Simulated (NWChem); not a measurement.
# C₂H₇B; SMILES CCB

```xyz
10

B     -0.2890    -1.4312     0.0273
H      0.2863    -2.4790     0.2265
H     -1.4782    -1.4650    -0.2096
C      0.5114    -0.1003    -0.0175
C     -0.2431     1.2222     0.0247
H      1.0159    -0.2261    -1.0065
H      1.3601    -0.1184     0.6891
H     -0.7108     1.3805     1.0090
H     -1.0516     1.2464    -0.7224
H      0.4132     2.0858    -0.1658
```
Atoms are numbered in this order, from 1.

The geometry was optimised at PBE0/def2-SVP.

### Question
List the 4 lowest vertical singlet excitations from BHandHLYP/def2-SVP, full TDDFT (NWChem).

### Answer
```
state  energy (eV)  oscillator strength  leading excitation (squared amplitude)
-----  -----------  -------------------  --------------------------------------
S1            6.16                0.001                      HOMO → LUMO (0.76)
S2            6.24                0.001                    HOMO−1 → LUMO (0.77)
S3            8.41                0.051                    HOMO−2 → LUMO (0.95)
S4            8.98                0.012                    HOMO−3 → LUMO (0.90)
```
